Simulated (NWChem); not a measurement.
**Correlation energy of CNO**

SMILES: [N]=C=O
```xyz
3

N      0.0000     0.0000     1.2646
C      0.0000     0.0000     0.0391
O      0.0000     0.0000    -1.1358
```
Charge 0, spin multiplicity 2.

Everything below was run with NWChem. Structure: optimised with UPBE0/def2-SVP, a minimum by its harmonic frequencies.

Basis set: def2-TZVP. Each correlation energy counts from its own Hartree-Fock reference.

The correlated methods keep 3 core orbitals frozen. The structure started from a generated list of species. The unpaired electrons of the parent sit in orbitals of symmetry b1 (C2v labels of the run); other states weren't searched. The stability of the SCF solutions was not checked. Open-shell Hartree-Fock references start from PBE0 orbitals. Coupled-cluster values serve here as a point of comparison, not as the truth.

```csv
method,correlation energy (mHa),remark
UMP2,-518.3,-
CCSD on ROHF,-542.3,large amplitudes
CCSD(T) on ROHF,…,large amplitudes
CCSD[T] on ROHF,…,large amplitudes
SCS-UMP2,…,-
```

Problem. Fill in the missing entries.

Solution. 
- CCSD(T) on ROHF, correlation energy (mHa): -570.2
- CCSD[T] on ROHF, correlation energy (mHa): -573.2
- SCS-UMP2, correlation energy (mHa): -503.3
